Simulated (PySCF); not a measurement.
## Ionisation energy of Er⁶⁴⁺ by level of theory

Er⁶⁴⁺ [He] 2s2 → Er⁶⁵⁺ [He] 2s1 [2s1/2^1, M_J = 1/2], as a difference of total energies. Computed with PySCF 2.14 in an uncontracted even-tempered set (17 s from 48 bohr⁻², ratio 2.4; 13 p from 62 bohr⁻², ratio 2.4; 5 d from 200 bohr⁻², ratio 2.6; 4 f from 290 bohr⁻², ratio 2.6), with the two-component X2C-1e Hamiltonian. Correlated levels: nothing frozen; the 30 highest virtual spinors dropped. "Screened" scales the spin-orbit matrix elements by Boettger's factors to mimic the two-electron term; Breit and QED terms are absent.

| method | ionisation energy (eV) |
| --- | --- |
| GMP2 (spin-free) | 15996.6 |
| GHF (screened spin-orbit) | 15991.6 |
| GMP2 (screened spin-orbit) | 15998.1 |

Q: How much does correlation contribute at GMP2 (screened spin-orbit)?

A: 15998.1 − (15991.6) = 6.5 eV, measured against GHF (screened spin-orbit).

For this ion Breit and QED terms and the two-electron picture change, all absent here, outweigh the correlation shift from GHF to GMP2.

For comparison: 15971 ± 24 eV (theoretical estimate listed by NIST; NIST Atomic Spectra Database, ionization energies).
